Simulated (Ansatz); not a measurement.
```xyz
13

C    -1.511    1.238   -1.569
O    -0.615    0.420   -0.888
Zr    0.493   -0.858   -0.030
C     1.448    0.261    1.628
O    -0.492   -2.272    0.800
Cl    2.222   -1.627   -1.471
H    -1.501    2.245   -1.140
H    -2.529    0.840   -1.497
H    -1.236    1.307   -2.626
H     2.122   -0.391    2.196
H     2.037    1.100    1.240
H     0.706    0.665    2.326
H    -1.144   -2.928    1.029
```

Total charge 0; spin multiplicity 1. Zr: def2 effective core potential.

**Question.** List the PBE/def2-TZVPP orbital energies in eV (Ansatz 0.2.0). (Best estimate.)

**Answer.** Computed: Occupied: -2738.11, -510.61, -510.33, -270.42, -267.88, -248.70, -189.30, -189.27, -189.26, -54.62, -32.69, -32.41, -32.04, -24.81, -24.02, -19.15, -16.71, -16.17, -12.39, -11.62, -11.23, -11.21, -9.35, -9.31, -8.52, -8.13, -8.06, -7.62, -7.40, -7.29, -7.06, -6.18. Lowest empty: -1.59, -1.24, -0.83, -0.49, -0.44, -0.32, 0.11, 0.44.
